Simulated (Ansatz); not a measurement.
This geometry of BHOSSe (5 atoms, charge 0, multiplicity 1) is a first-order saddle point.

These are results of Ansatz 0.2.0, RKS PBE0/def2-SVP, not measurements.

```xyz
5
Properties=species:S:1:pos:R:3
S -1.202 -1.513 1.427
B -0.009 -0.897 0.508
O 0.941 -0.387 -0.234
Se 0.816 1.242 -1.090
H -0.545 1.555 -0.610
```

(1) Which two structures does it join? (They come from a converged band through this point; their orientation in space is the band's.)

(2) How far does it lie above each of them?

Results:

(1) No bond is made or broken. The dihedral B2–O3–Se4–H5 goes from -94 to 92°. The two ends are copies of one structure, up to a mirror image or an exchange of like atoms.

First end point:

```xyz
5
Properties=species:S:1:pos:R:3
S -0.819 -1.814 1.666
B -0.197 -1.017 0.393
O 0.288 -0.412 -0.669
Se 0.997 1.288 -0.514
H -0.269 1.955 -0.876
```

Last end point:

```xyz
5
Properties=species:S:1:pos:R:3
S -0.906 -1.879 1.535
B 0.028 -0.789 0.773
O 0.814 0.101 0.204
Se 0.427 0.709 -1.498
H -0.363 1.858 -1.014
```

(2) 0.051 eV above the first and 0.051 eV above the second. This is the barrier of this one path; another mechanism may lie lower.

Run time: 3.4 min on 1 CPU thread of a shared host.
